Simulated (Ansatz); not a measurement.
`C=[CH][AlH][CH3]`, charge 0, multiplicity 1.

(1) Give a relaxed structure at PBE0-D4/def2-TZVP (Ansatz). (Estimate.)

Answers

(1) Ansatz gave: 
Z-matrix (Å, degrees):
```
C
Al 1 1.954
H 1 1.092 2 112.4
H 1 1.095 2 111.3 3 -120.9
H 1 1.095 2 111.2 3 120.7
C 2 1.945 1 118.6 3 179.2
H 2 1.592 1 121.6 3 -0.8
C 6 1.336 2 120.8 1 -0.1
H 6 1.091 2 122.8 1 179.9
H 8 1.089 6 121.8 2 -0.0
H 8 1.089 6 123.1 2 180.0
```
Point group Cs.
This is one stationary point; other conformers may exist.
